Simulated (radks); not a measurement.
Q: Ho+, configuration [Xe] 4f11 6s1. All-electron calculation, Dirac Kohn-Sham, BLYP, spin-unpolarised, spherical densities, point nucleus; open shells fill j = l - 1/2 first. Program: a radial shooting solver on a logarithmic mesh with Libxc functionals. Some entries of the table are withheld. Estimate them.

| orbital | occ. | eigenvalue (Ry) | <1/r> (bohr^-1) |
|---|---|---|---|
| 1s1/2 | 2 | -4075.457 | 76.08 |
| 2s1/2 | 2 | -681.6788 | 18.26 |
| 2p1/2 | 2 | (1) | 18.23 |
| 2p3/2 | 4 | (2) | 15.89 |
| 3s1/2 | 2 | -152.5749 | 6.675 |
| 3p1/2 | 2 | -138.2033 | 6.591 |
| 3p3/2 | 4 | -125.0441 | 5.993 |
| 3d3/2 | 4 | -100.4130 | 5.877 |
| 3d5/2 | 6 | -97.53772 | 5.730 |
| 4s1/2 | 2 | -30.48957 | 2.792 |
| 4p1/2 | 2 | -24.78621 | 2.683 |
| 4p3/2 | 4 | -21.83269 | 2.477 |
| 4d3/2 | 4 | -12.44814 | 2.255 |
| 4d5/2 | 6 | -11.91252 | 2.204 |
| 5s1/2 | 2 | -4.16373 | 1.044 |
| 5p1/2 | 2 | -2.63020 | 0.9132 |
| 5p3/2 | 4 | -2.26113 | 0.8388 |
| 4f5/2 | 6 | (3) | (4) |
| 6s1/2 | 1 | -0.66163 | 0.3440 |
| 4f7/2 | 5 | (5) | (6) |

A: 
(1) 2p1/2 eigenvalue (Ry): -648.8135
(2) 2p3/2 eigenvalue (Ry): -585.8036
(3) 4f5/2 eigenvalue (Ry): -0.72963
(4) 4f5/2 <1/r> (bohr^-1): 1.612
(5) 4f7/2 eigenvalue (Ry): -0.65792
(6) 4f7/2 <1/r> (bohr^-1): 1.584
